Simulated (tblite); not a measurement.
C6H15P.
Structure used (GFN2-xTB), in Å, numbered top down from 1:
```
atom  x, y, z in Å
C1     3.3951    0.3359   -0.5757
C2     2.2487    0.1764    0.4154
C3     0.9408   -0.1934   -0.2806
C4    -0.2089   -0.3510    0.7087
P5    -1.7802   -0.8963   -0.1355
C6    -2.8747   -0.8689    1.3602
C7    -2.2980    0.7354   -0.8463
H8     3.1714    1.1191   -1.2970
H9     3.5606   -0.5911   -1.1202
H10    4.3143    0.5988   -0.0572
H11    2.1124    1.1114    0.9650
H12    2.5025   -0.6004    1.1409
H13    1.0705   -1.1305   -0.8277
H14    0.6926    0.5809   -1.0106
H15    0.0432   -1.1228    1.4424
H16   -0.3835    0.5848    1.2497
H17   -2.6039   -1.6938    2.0164
H18   -3.9068   -1.0072    1.0433
H19   -2.7850    0.0720    1.9021
H20   -1.6601    0.9820   -1.6922
H21   -2.2398    1.5281   -0.1009
H22   -3.3214    0.6501   -1.2072
```

Calculated harmonic vibrations of the isolated species, GFN2-xTB (tblite), most abundant isotopes, no scaling. The method is semi-empirical: single wavenumbers can be off by several per cent or more. One conformer, not necessarily the lowest.

Harmonic wavenumbers (cm⁻¹): 47.7, 67.7, 107.7, 118.2, 167.4, 195.0, 227.3, 228.6, 246.9, 302.4, 325.0, 413.7, 691.0, 732.0, 748.5, 749.8, 791.1, 821.0, 856.7, 886.6, 924.3, 938.5, 942.0, 1036.4, 1070.7, 1101.5, 1117.1, 1208.6, 1214.4, 1263.7, 1282.5, 1308.4, 1319.7, 1321.1, 1365.9, 1416.1, 1438.1, 1451.0, 1453.3, 1459.4, 1468.1, 1493.6, 1498.1, 1504.1, 1507.6, 2915.9, 2942.6, 2955.4, 2968.1, 2973.4, 2979.5, 2979.9, 2985.3, 3010.0, 3016.1, 3017.2, 3022.3, 3030.4, 3033.3, 3038.4.

A = 4807, B = 837.8, C = 776.1 MHz; mass 118.091 u (most abundant isotopes); point group C1, symmetry number 1.

Problem. Zero-point energy?

Solution. ½Σν̃ = 42848 cm⁻¹ = 122.51 kcal/mol.

Problem. What is S at 298.15 K and 1 bar for an ideal gas of classical rigid rotors and harmonic oscillators?

Solution. Translation 40.24, rotation 29.02, vibration 32.18: S = 101.4 cal/(mol K).

Problem. And Cp and H(298.15 K) − H(0)?

Solution. Cp = 39.71 cal/(mol K), of which vibrations give 31.76 (their classical limit is 60 R = 119.2); H(298.15 K) − H(0) = 7.36 kcal/mol without the zero-point energy, 4.99 from vibrations.

Problem. What must be added to the electronic energy to get the Gibbs energy at 298.15 K and 1 bar?

Solution. ZPE + [H(298.15 K) − H(0)] − T·S = 122.51 + 7.36 − 30.24 = 99.63 kcal/mol.

Problem. Blend soft modes into free rotors: weight 1/[1 + (100 cm⁻¹/ν̃)⁴] for the oscillator and the rest for a rotor with moment μB/(μ + B), μ = h/(8π²ν), B = 10⁻⁴⁴ kg m². What vibrational entropy results?

Solution. 29.75 cal/(mol K) in place of 32.18, which changes −T·S at 298.15 K by +0.72 kcal/mol.

Problem. Which modes carry the vibrational entropy at 298.15 K?

Solution. 47.7 cm⁻¹: 4.91; 67.7 cm⁻¹: 4.22; 107.7 cm⁻¹: 3.31; 118.2 cm⁻¹: 3.13; 167.4 cm⁻¹: 2.46; 195.0 cm⁻¹: 2.18 cal/(mol K); the other 54 give 11.96 together.

Hindered rotation and anharmonicity are outside this model. Other conformers, if any are populated, would add a mixing term that is left out. The structure is chiral; the term R ln 2 for an equal mix with its mirror image is left out.
